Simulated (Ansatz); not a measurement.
Cost and result for the atomization energy of C2H6BClSi (`Cl[SiH]1CBC1`) (11 atoms, 11 bonds).

Z-matrix (Å, degrees):
```
Si
C 1 1.882
B 1 2.243 2 43.6
Cl 1 2.059 2 116.7 3 139.1
C 1 1.882 2 82.5 3 22.9
H 1 1.480 2 116.6 3 -93.2
H 2 1.099 1 101.4 3 -110.2
H 2 1.086 1 126.7 3 123.9
H 3 1.196 1 140.8 2 -107.0
H 5 1.086 1 126.7 2 -146.8
H 5 1.099 1 101.4 2 87.3
```

Total charge 0; spin multiplicity 1. The geometry is a stationary point of PBE0-D4/def2-TZVP. Program: Ansatz. All runs use 4 threads of an Arm Neoverse V1 on a shared host. Times are those of one run each, without the atoms' runs, and a repeat can differ threefold. Electronic energies, without spin–orbit coupling; frozen cores. CCSD(T)/CBS adds CCSD(T) − MP2 in def2-TZVPP to the MP2 limit, and its time is that of the two runs behind it. T1 = 0.011. B3LYP takes the VWN-RPA correlation (the form of Gaussian; ORCA's B3LYP/G).

CCSD(T)/CBS is a level of theory with its own doubt, some kJ/mol a heavy atom from the limit and from the frozen cores, so smaller differences don't rank the functionals.

```csv
level,functions,wall time,atomization (kcal/mol),difference from CCSD(T)/CBS,per bond
PBE-D4/def2-TZVPP (with forces),261,2.9 s,1005.0,19.2,1.7
PBE0-D4/def2-TZVPP,261,3.5 s,997.0,11.2,1.0
B3LYP-D4/def2-TZVPP (with forces),261,5.5 s,985.8,0.0,0.0
r2SCAN-D4/def2-TZVPP (with forces),261,6 s,997.1,11.3,1.0
B2PLYP/def2-TZVPP,261,6 s,976.5,-9.3,-0.8
ωB97X-V/def2-TZVPP,261,9 s,993.1,7.3,0.7
ωB97M-V/def2-TZVPP (with forces),261,13 s,994.6,8.8,0.8
MP2/def2-QZVPP,491,26 s,993.5,7.7,0.7
CCSD(T)/def2-TZVPP,261,2.4 min,962.1,-23.7,-2.2
CCSD(T)/CBS(def2),–,2.9 min,985.8,0.0,0.0
```

In def2-TZVPP, CCSD(T) changes the Hartree–Fock value by +206.7 kcal/mol (the triples alone add +13.4 kcal/mol) and MP2 by +224.2 kcal/mol; breaking electron pairs costs correlation energy, which Hartree–Fock lacks. From PBE to PBE0 (25 % exact exchange), in def2-TZVPP and without D4, the atomization energy moves by −7.0 kcal/mol: exact exchange takes away binding that semilocal exchange gives to molecules. The D4 term adds +10.3 kcal/mol with B3LYP and +5.4 kcal/mol with PBE0; it sums over pairs of atoms, weighted by their polarisabilities, and B3LYP, whose exchange is more repulsive, gets the larger term.
